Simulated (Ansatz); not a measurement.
Mulliken charges of `SCOBCl` from r2SCAN/def2-TZVPP in Ansatz (PBE0-D4/def2-TZVP geometry).

```csv
atom,x (Å),y (Å),z (Å),charge (e)
S1,-2.009,-0.390,-0.221,-0.158
C2,-0.471,-0.321,0.710,0.101
O3,0.472,0.584,0.176,-0.246
B4,1.368,0.180,-0.737,0.209
Cl5,2.470,1.370,-1.395,-0.150
H6,-2.436,0.841,0.105,0.096
H7,-0.667,-0.013,1.736,0.089
H8,-0.084,-1.343,0.706,0.076
H9,1.447,-0.955,-1.098,-0.016
```

Q: By hand: the dipole of these point charges (1 e Å = 4.8032 D).

A: Σ q r = (-0.254, -0.290, 0.354) e Å, of length 0.523 e Å = 2.51 D.

Q: How does the dipole of the full density compare? (Best estimate.)

A: The calculation gave: (-0.188, -0.158, 0.335) e Å, 2.00 D; the point charges give 1.25 times that, at 13° from its direction.

Point charges leave out the atoms' own dipoles, such as those of lone pairs, and Mulliken's split depends on the basis, so the two needn't agree.
